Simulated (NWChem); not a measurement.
System: AlN₂H₄F; SMILES [NH2][Al]([NH2])[F]

```xyz
8

Al     0.0270     0.0000     0.0000
F      1.6945     0.0048     0.0000
N     -0.7942    -1.5607     0.0000
H     -1.7960    -1.7068     0.0000
H     -0.3127    -2.4519     0.0000
N     -0.8027     1.5562     0.0000
H     -1.8053     1.6969     0.0000
H     -0.3260     2.4500     0.0000
```
Atoms are numbered in this order, from 1.

Level: PBE0/def2-SVP (NWChem), optimised geometry, unscaled harmonic frequencies. 

```csv
frequency (cm⁻¹),IR intensity (km/mol)
191,0.5
216,0.0
224,18.0
278,46.7
344,0.0
355,41.4
374,336.6
609,30.3
683,31.9
685,24.5
921,182.4
930,183.8
1522,82.1
1531,24.5
3632,56.9
3634,7.4
3725,55.3
3725,15.2
```

| Item | Result |
|---|---|
| zero-point energy | 33.7 kcal/mol |
| thermal correction to the enthalpy at 298.15 K (with zero-point energy) | 38.3 kcal/mol |
| heat capacity Cv | 21.6 cal/(mol K) |
| entropy at 298.15 K and 1 atm (symmetry number 2) | 75.4 cal/(mol K) |
| dipole moment | 2.55 D |

Rigid rotor and harmonic oscillator.
